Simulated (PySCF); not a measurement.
B(H)(OH)(NMe2) (C2H8BNO), SMILES CN(C)BO. Atoms are numbered in the order given.

```xyz
13

B      0.7411     0.8429     0.0000
H      1.9464     0.8335     0.0000
O      0.1371     2.0750     0.0000
H     -0.8302     2.0407     0.0000
N      0.0493    -0.3964     0.0000
C     -1.3913    -0.5388     0.0000
C      0.7641    -1.6592     0.0000
H     -1.7446    -1.0879    -0.8927
H     -1.7446    -1.0879     0.8927
H     -1.8847     0.4453     0.0000
H      0.5142    -2.2638     0.8923
H      0.5142    -2.2638    -0.8923
H      1.8452    -1.4687     0.0000
```
Charge 0, spin multiplicity 1.

Geometry optimised at TPSSh-D3(BJ)/def2-SVP. This is a generated structure with no PubChem entry under its InChIKey; it may be hypothetical. The values are those of a single conformer.

Two levels are set side by side: PBE/pcSseg-1 (PySCF) and KT2/pcSseg-1 (PySCF). GIAO shifts against BF3 (¹¹B), H2O (¹⁷O), NH3 (¹⁵N), TMS (¹H), TMS (¹³C) at the same level; non-relativistic, no solvent, atoms listed together averaged. Differences are taken from unrounded values.

| quantity | KT2 |
|---|---|
| δ(¹¹B) of B1 (ppm) | 12.1 |
| δ(¹H) of H2 (ppm) | 4.43 |
| δ(¹⁷O) of O3 (ppm) | 112.0 |
| δ(¹H) of H4 (ppm) | 3.28 |
| δ(¹⁵N) of N5 (ppm) | 94.4 |

Task: What does PBE give, and how far is it from KT2? (Estimate from the structure and the level; the computed values follow.)

Result: 
```csv
quantity,PBE,PBE minus KT2
δ(¹¹B) of B1 (ppm),12.7,0.6
δ(¹H) of H2 (ppm),4.50,0.07
δ(¹⁷O) of O3 (ppm),120.6,8.6
δ(¹H) of H4 (ppm),3.48,0.20
δ(¹⁵N) of N5 (ppm),100.9,6.5
```

Rough cost on one machine, each run with all the roots and properties that it gave: KT2 against PBE within a factor of 2.
